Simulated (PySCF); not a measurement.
The metal is changed in MF3. Isolated molecules, 0 K electronic values unless said otherwise. Multiplicities are imposed; where one is given, others were not computed.

Calculation: TPSSh-D3(BJ)/def2-TZVP // TPSS-D3(BJ)/def2-SVP run with PySCF 2.14.0. All candidates: neutral, multiplicity 2. 

- dipole moment = 2.54 D
- highest occupied spin orbital = -8.83 eV

Problem. Say which member has these values.
(A) [Zr(F)3]
(B) [Hf(F)3]
(C) [Pd(F)3]
(D) [Pt(F)3]

Solution. C, [Pd(F)3]. The others give [Zr(F)3]: 0.02 D, -5.36 eV; [Pt(F)3]: 2.72 D, -8.24 eV; [Hf(F)3]: 0.00 D, -5.55 eV
